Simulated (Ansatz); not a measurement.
GeH2 (SMILES [GeH2]): methods side by side

GeH2 has 3 atoms, charge 0, and is taken as a singlet. SMILES: `[GeH2]`. The coordinates come from a PBE0-D4/def2-TZVP relaxation.

```xyz
3

Ge   -0.5701    0.4051   -0.2637
H     0.7830    0.7436    0.5090
H    -0.2129   -1.1487   -0.2453
```

Quantity: the energy change with the Ge1–H3 bond stretched from 1.594 to 2.392 Å, in eV. The values are calculated.

| level | kind | program | value (eV) | less FCI/STO-3G | CPU time (all runs) |
| --- | --- | --- | --- | --- | --- |
| HF/STO-3G (restricted) | Hartree–Fock | Ansatz | 3.90 | +1.26 | 0.31 s |
| SVWN5/STO-3G (restricted) | LDA | Ansatz | 3.08 | +0.44 | 2.6 s |
| r2SCAN/STO-3G (restricted) | meta-GGA | Ansatz | 3.15 | +0.51 | 7.5 s |
| BHLYP/STO-3G (restricted) | global hybrid | Ansatz | 3.47 | +0.83 | 1.4 s |
| wB97M-V/STO-3G (restricted) | range-separated hybrid | Ansatz | 3.42 | +0.78 | 18 s |
| B2PLYP/STO-3G (restricted) | double hybrid | Ansatz | 3.19 | +0.55 | 2 s |
| MP2/STO-3G (restricted) | perturbation theory | Ansatz | 3.26 | +0.62 | 0.33 s |
| CCSD/STO-3G (restricted) | coupled cluster or CI | Ansatz | 2.65 | +0.01 | 0.55 s |
| CCSDT/STO-3G (restricted) | coupled cluster or CI | Ansatz | 2.64 | 0.00 | 0.92 s |
| FCI/STO-3G | exact in the basis | Ansatz | 2.64 | 0.00 | 0.91 s |

FCI/STO-3G is exact within its basis and frozen core, so for wave-function methods in that basis the difference is their error; functionals converge differently with the basis, so for them it is only a difference. A spin-restricted reference rises too steeply as a bond breaks; here HF/STO-3G, SVWN5/STO-3G, r2SCAN/STO-3G, BHLYP/STO-3G, wB97M-V/STO-3G, B2PLYP/STO-3G, MP2/STO-3G lie well above the multireference or unrestricted value. All-electron rows without a relativistic Hamiltonian named are non-relativistic. The first shape isn't each level's own minimum. The values span 2.64 to 3.90 eV. All rows use very small basis sets, so none should be taken for the real molecule's value. In the correlated wave-function rows the outer d shell of Ge is correlated, in sets not made for it. In so small a basis fixed costs decide the times, and correlated methods can beat functionals. CPU times are rough (shared hosts, several kinds of processor and program).
